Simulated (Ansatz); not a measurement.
`[CH3][GeH]([F])[InH2]` + `COCO` → `COCOC` + `[F][GeH2][InH2]`  (substitution at a C–Ge bond)

Calculated with Ansatz (gas phase, PBE0-D4/def2-TZVP geometries, no zero-point term in ΔE). CBS: MP2 limit from def2 TZ/QZ plus the TZ coupled-cluster correction, frozen cores. This one scheme is used for every species. Elements past krypton have def2 core potentials. For Ge, In outer-core shells are correlated without core-valence functions, which leaves a few kJ/mol of doubt a bond. Scalar relativity is left out up to krypton. One conformer a species, not always the lowest.

| species | CCSD(T)/CBS(def2) energy (Eh) |
| --- | --- |
| `[CH3][GeH]([F])[InH2]` | -2407.40611 |
| `COCO` | -230.04026 |
| `COCOC` | -269.28480 |
| `[F][GeH2][InH2]` | -2368.13046 |

Question: Work out ΔE.

Answer: ΔE = (-269.28480) + (-2368.13046) − (-2407.40611) − (-230.04026) = 0.03111 Eh = +81.7 kJ/mol.

Largest T1 diagnostic among the species: 0.013.

In def2-TZVPP, CCSD(T) changes the Hartree–Fock value by +12.0 kJ/mol (the triples alone add +0.6 kJ/mol) and MP2 by +19.4 kJ/mol.
